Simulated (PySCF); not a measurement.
Compound: C3H11OSSi2 (doublet state).
Z-matrix (Å and degrees, GFN2-xTB geometry), rows numbered from 1:
```
C 
C   1  1.4811
Si  2  1.8329  1  123.76
Si  3  2.3267  2  109.67  1    71.60
O   4  1.6301  3  101.45  2   -66.60
S   4  2.1742  3  115.18  2   176.47
C   6  1.8198  4   99.78  3    48.12
H   1  1.0934  2  110.58  3   129.78
H   1  1.0867  2  111.52  3     8.53
H   1  1.0947  2  111.03  3  -112.46
H   2  1.0807  1  114.94  3   172.49
H   3  1.4769  2  110.08  1   -48.52
H   3  1.4685  2  109.78  1  -166.99
H   4  1.4611  3  122.39  2    56.32
H   5  0.9560  4  122.85  3  -173.94
H   7  1.0865  6  109.42  4   -72.48
H   7  1.0853  6  107.01  4   168.39
H   7  1.0862  6  109.89  4    48.98
```

The hyperfine couplings belong to this conformer and change with its torsions.

Identity: `C[CH][SiH2][Si@H](O)SC` [radical].

Computed with UKS B3LYP, pcH-1 on C H O S Si, non-relativistic, mean-field spin-orbit, GIAO in PySCF. One conformer (not necessarily the lowest) at the GFN2-xTB geometry, without solvent, vibrations or thermal averaging. Couplings are sensitive to structure, and on GFN2-xTB geometries they can be far from those on DFT ones. The SCF solution wasn't tested for stability.

Question: Match the computed a_iso(13C) values +82.7, -29.9 MHz with the sites C1; C2.

Answer: 
```
site  a_iso (MHz)  ρ(0) (bohr⁻³)                 position  distance from C2 (Å)  spin population  largest |T| (MHz)
  C1        -29.9        -0.0266           1 bond from C2                  1.48            -0.08                3.0
  C2        +82.7        +0.0737  largest spin population                  0.00            +0.97              146.2
```

Question: Match the computed a_iso(29Si) values -96.4, +49.9 MHz with the sites Si3; Si4.

Answer: 
```json
{"site": "Si3", "a_iso (MHz)": "+49.9", "ρ(0) (bohr⁻³)": "-0.0562", "position": "1 bond from C2", "distance from C2 (Å)": "1.83", "spin population": "-0.05", "largest |T| (MHz)": "2.6"}
{"site": "Si4", "a_iso (MHz)": "-96.4", "ρ(0) (bohr⁻³)": "+0.1085", "position": "2 bonds from C2", "distance from C2 (Å)": "3.41", "spin population": "+0.05", "largest |T| (MHz)": "12.7"}
```

ρ(0) is the spin density at the nucleus and T the dipolar tensor; a_iso includes a spin–orbit part; entries for several nuclei are means. The largest Mulliken spin populations are on C2 (+0.97) and C1 (-0.08). C2 is the only atom above +0.15. The angles at C2 add up to 359.6°, so it is planar; its axial dipolar tensor and the negative coupling of its proton fit spin in a p orbital normal to that plane.

Class means assume fast exchange of nuclei equivalent by connectivity; if that motion is slow, each nucleus keeps its own coupling. The three 1H nuclei of mean +75.9 MHz run from 2.4 to 122.3 MHz in the frozen geometry.
